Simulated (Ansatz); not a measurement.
Z-matrix (Å, degrees):
```
Si
C 1 1.806
O 1 1.701 2 46.1
H 1 1.478 2 123.0 3 -95.7
H 1 1.478 2 123.0 3 95.8
N 2 1.246 1 169.5 3 -179.9
H 6 1.015 2 110.9 1 -0.1
```

Charge 0, multiplicity 1.

**Question.** List the CAM-B3LYP/def2-TZVPP orbital energies in eV (Ansatz 0.2.0). (Estimate.)

**Answer.** The calculation gave: Occupied: -1802.48, -523.34, -391.16, -281.43, -147.00, -102.38, -102.31, -102.28, -31.42, -26.63, -17.95, -17.55, -15.29, -14.13, -13.39, -11.86, -11.64, -9.62, -8.64. Lowest empty: -0.35, 1.02, 1.60, 1.84, 2.61, 4.19, 4.84, 4.92.
